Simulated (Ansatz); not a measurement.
The cluster Si4H8 (the lowest singlet isomer of a short search) was relaxed with r2SCAN-D4 (def2-SVP, def2-SVPD) in Ansatz in these states: charge -1 doublet, neutral singlet. The geometries follow in no particular order.

A:

```tsv
atom	x (Å)	y (Å)	z (Å)
Si1	-0.152	-0.013	1.640
Si2	0.155	0.015	-1.639
Si3	-0.041	1.647	0.010
Si4	0.037	-1.645	-0.010
H5	-1.103	-2.655	-0.123
H6	-1.226	2.604	-0.096
H7	-0.913	-0.008	-2.731
H8	-1.403	-0.049	2.515
H9	1.410	0.050	-2.509
H10	1.220	-2.607	0.090
H11	1.096	2.661	0.127
H12	0.920	0.000	2.727
```

B:

```xyz
12

Si   -1.0332    0.0253    1.2862
Si    0.7646    0.4551   -1.3897
Si    1.2418    0.5661    0.9251
Si   -0.9747   -1.0456   -0.8227
H    -2.2097   -1.1141   -1.6627
H     1.8169    1.8151    1.5126
H     0.1723    1.7572   -1.8369
H    -1.8585    1.2726    1.1875
H     1.8285    0.0367   -2.3536
H    -0.4057   -2.4229   -0.6621
H     2.0947   -0.6041    1.3115
H    -1.4370   -0.7414    2.5049
```

**Question.** Judge from the bond lengths which geometry belongs to which state (an estimate).

**Answer.** A is the charge -1 doublet (Si2–Si3 2.329 Å, Si1–Si3 2.329 Å, Si2–Si4 2.329 Å); B is the neutral singlet (Si2–Si3 2.366 Å, Si1–Si3 2.366 Å, Si2–Si4 2.366 Å).

At r2SCAN-D4/def2-SVPD the highest occupied level of the relaxed charge -1 doublet lies above zero (up to 1.42 eV). By energy differences its removal costs 0.36 eV (each at its own geometry, to the charge 0 singlet, at PBE0-D4/def2-TZVPD). These are the stationary points nearest to one start from a short search; other shapes may lie lower in each state.
